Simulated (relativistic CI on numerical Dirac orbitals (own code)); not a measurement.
**Spin-allowed bands of a d3 ion in an octahedral site, by hand**

Problem. Take Δ = 19900 cm⁻¹ and B = 520 cm⁻¹ for a d3 ion in an octahedral site. Calculate the three spin-allowed bands.

Working.
1. The terms of highest spin are 4F (energy 0) and 4P (15B = 7800 cm⁻¹). Here the F term splits into A2 at −1.2Δ = -23880, T2 at −0.2Δ = -3980 and T1 at +0.6Δ = 11940 cm⁻¹.
2. The two T1 states mix through the element 0.4Δ: H = [[11940, 7960], [7960, 7800]], with roots ½(H₁₁ + H₂₂) ∓ ½√[(H₂₂ − H₁₁)² + 4H₁₂²] = ½(19740) ∓ ½(16449) = 1645 and 18095 cm⁻¹.
3. The ground term is 4A2 at -23880 cm⁻¹.
4. Bands: 4T2 19900 cm⁻¹ (503 nm), 4T1(F) 25525 cm⁻¹ (392 nm), 4T1(P) 41975 cm⁻¹ (238 nm).

Check. Exact diagonalisation of the whole d3 shell with these parameters gives 4T2 19900, 4T1 25525, 4T1 41975 cm⁻¹. The match is exact, since without spin-orbit coupling no other term has this spin. The ratio of the second band to the first, 1.283, depends on Δ/B = 38.3 alone, which is how a Tanabe-Sugano diagram is read.
